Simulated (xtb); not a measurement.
Br3Sb, charge +1, doublet, at a GFN2-xTB geometry (a state made from the parent by changing its charge; the spin is typed, not shown lowest); xtb 6.7.1 with GFN0-xTB.

The xtb input:
```
$ xtb mol.xyz --gfn 0 --chrg 1 --uhf 1 --json

# file mol.xyz
4

Sb    -0.00424655    -0.01061037     0.90041461
Br     0.54273096    -2.14698769    -0.46015488
Br     1.59562012     1.54932591    -0.41163234
Br    -2.13216325     0.61312260    -0.44024549
```

What the program printed (banner, timings and long lists left out):

```
   ID    Z sym.   atoms
    1   51 Sb     1
    2   35 Br     2-4

           -------------------------------------------------
          |                Calculation Setup                |
           -------------------------------------------------

           -------------------------------------------------
          |                 G F N 0 - x T B                 |
           -------------------------------------------------

          ...................................................
          :                      SETUP                      :
          :.................................................:
          :  # basis functions                  40          :
          :  # atomic orbitals                  36          :
          :  # shells                           12          :
          :  # electrons                        25          :
          :  electronic temp.          300.0000000     K    :
          :  accuracy                    1.0000000          :
          :  -> integral cutoff          0.2500000E+02      :
          :  -> integral neglect         0.1000000E-07      :
          ...................................................

         :::::::::::::::::::::::::::::::::::::::::::::::::::::
         ::                     SUMMARY                     ::
         :::::::::::::::::::::::::::::::::::::::::::::::::::::
         :: total energy             -11.818711641630 Eh    ::
         :: gradient norm              0.041926457791 Eh/a0 ::
         :: HOMO-LUMO gap              4.218477752686 eV    ::
         ::.................................................::
         :: H0 energy                -13.229233599810 Eh    ::
         :: repulsion energy           0.004370814192 Eh    ::
         :: electrostat energy         1.407616225864 Eh    ::
         :: -> Gsolv                   0.000000000000 Eh    ::
         ::    -> Gsasa                0.000000000000 Eh    ::
         ::    -> Gshift               0.000000000000 Eh    ::
         :: dispersion energy         -0.001465081877 Eh    ::
         :: short-range corr.          0.000000000000 Eh    ::
         :: add. restraining           0.000000000000 Eh    ::
         :: total charge               1.000000000000 e     ::
         :::::::::::::::::::::::::::::::::::::::::::::::::::::

           -------------------------------------------------
          |                Property Printout                |
           -------------------------------------------------

    * Orbital Energies and Occupations

         #    Occupation            Energy/Eh            Energy/eV
      -------------------------------------------------------------
         1        2.0000           -0.7362852             -20.0353
         2        2.0000           -0.7316850             -19.9102
         3        2.0000           -0.7316850             -19.9102
         4        2.0000           -0.6843842             -18.6230
         5        2.0000           -0.4614944             -12.5579
         6        2.0000           -0.4614944             -12.5579
         7        2.0000           -0.4507199             -12.2647
         8        2.0000           -0.4342691             -11.8171
         9        2.0000           -0.4342691             -11.8171
        10        1.9787           -0.4261614             -11.5964
        11        1.9787           -0.4261614             -11.5964
        12        1.9722           -0.4259020             -11.5894
        13        1.0704           -0.4200744             -11.4308 (HOMO)
        14                         -0.2650482              -7.2123 (LUMO)
        15                         -0.2650482              -7.2123
        16                         -0.2396203              -6.5204
        17                         -0.0460678              -1.2536
        18                         -0.0460678              -1.2536
        19                         -0.0433341              -1.1792
        20                         -0.0407364              -1.1085
        21                         -0.0407364              -1.1085
        22                         -0.0375381              -1.0215
        23                         -0.0372351              -1.0132
        24                         -0.0372351              -1.0132
       ...                                ...                  ...
        36                          0.8660978              23.5677
      -------------------------------------------------------------
                  HL-Gap            0.1550262 Eh            4.2185 eV
             Fermi-level            0.0000000 Eh            0.0000 eV

     #   Z          covCN         q      C6AA      α(0)
     1  51 Sb       2.503     0.936   360.690    35.901
     2  35 Br       0.839     0.021   179.922    21.641
     3  35 Br       0.839     0.021   179.922    21.641
     4  35 Br       0.839     0.021   179.922    21.641

 Mol. C6AA /au·bohr⁶  :       3493.584518
 Mol. C8AA /au·bohr⁸  :     265772.869122
 Mol. α(0) /au        :        100.822492

Wiberg/Mayer (AO) data.
largest (>0.10) Wiberg bond orders for each atom

 ---------------------------------------------------------------------------
     #   Z sym  total        # sym  WBO       # sym  WBO       # sym  WBO
 ---------------------------------------------------------------------------
     1  51 Sb   2.990 --     3 Br   0.997     2 Br   0.997     4 Br   0.997
     2  35 Br   1.310 --     1 Sb   0.997     3 Br   0.157     4 Br   0.157
     3  35 Br   1.310 --     1 Sb   0.997     2 Br   0.157     4 Br   0.157
     4  35 Br   1.310 --     1 Sb   0.997     3 Br   0.157     2 Br   0.157
 ---------------------------------------------------------------------------

Topologies differ in total number of bonds
Writing topology from bond orders to xtbtopo.mol

 dipole moment from electron density (au)
     X       Y       Z
  -0.0134  -0.0334   2.8311  total (Debye):    7.196

           -------------------------------------------------
          | TOTAL ENERGY              -11.818711641630 Eh   |
          | GRADIENT NORM               0.041926457791 Eh/α |
          | HOMO-LUMO GAP               4.218477752686 eV   |
           -------------------------------------------------

normal termination of xtb
```
